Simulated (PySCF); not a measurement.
PySCF input file for GaH, SMILES [GaH] (connectivity only; charge and spin as stated), neutral, multiplicity 1, B3LYP-D3(BJ)/def2-TZVPD. Coordinates come from a B3LYP-D3(BJ)/def2-TZVPD optimisation.

```python
import numpy as np
from pyscf import gto, scf, dft
from pyscf.hessian import thermo

mol = gto.M(
    atom='''
    Ga    0.00000000    0.00000000   -0.05276809
    H     0.00000000    0.00000000    1.63581092
    ''',
    basis='def2-TZVPD',
    charge=0,
    spin=0,
    max_memory=1600,
    verbose=3,
)
mf = dft.RKS(mol, xc='b3lyp').density_fit(auxbasis='def2-universal-jkfit')
mf.disp = 'd3bj'
mf.grids.level = 3
mf.conv_tol = 1e-11
mf.max_cycle = 100
mf.kernel()

# [left out here: the lines that compute and print the analytic Hessian (its translational invariance restored by hand, since the grid's response is missing), thermochemistry and intensities]
```

Log of the run:

```
converged SCF energy = -1925.47416550167

WARN: DFTD3 does not support analytical Hessian, using finite difference


WARN: Mole.unit (angstrom) is changed to Bohr

Mode                                 0
Irrep
Freq [cm^-1]                     1563.1715
Reduced mass [au]                   1.0224
Force const [Dyne/A]                1.4719
Char temp [K]                    2249.0557
Normal mode                   x     y     z
       0  Ga                 0.00  0.00 -0.01
       1   H                 0.00  0.00  0.99
temperature 298.1500 [K]
pressure 101325.00 [Pa]
Rotational constants [GHz] inf 178.38060 178.38060
Symmetry number 1
Zero-point energy (ZPE) 0.00356 [Eh]   9349.842 [J/mol]
                           tot       elec      trans        rot        vib
Entropy [J/mol/K]       199.733      0.000    161.861     37.834      0.038
Cv [J/mol/K]             21.037      0.000     12.472      8.314      0.251
Cp [J/mol/K]             29.351      0.000     20.786      8.314      0.251
Internal energy [J/mol]                      3718.434   2478.956   9359.751
Internal energy [Eh]   -1925.46824  -1925.47417
Enthalpy [J/mol]                             6197.391   2478.956   9359.751
Enthalpy [Eh]          -1925.46730
Gibbs free energy [J/mol]                  -42061.556  -8801.259   9348.529
Gibbs free energy [Eh] -1925.48998
static polarisability / bohr^3: [[35.848  0.     0.   ]
 [ 0.    35.848  0.   ]
 [ 0.    -0.    52.068]]
largest difference of analytic and finite-field dipole derivatives / e: 0.0017174544160299954
mode   freq/cm-1   IR/(km/mol)   Raman/(A^4/amu)   depolarisation
   1     1563.17       846.356           256.715            0.472
max |gradient| / (hartree/bohr): 1.2651871043372113e-05
APT charges: [ 0.3551 -0.3551]
```

The calculation finished and met its thresholds.
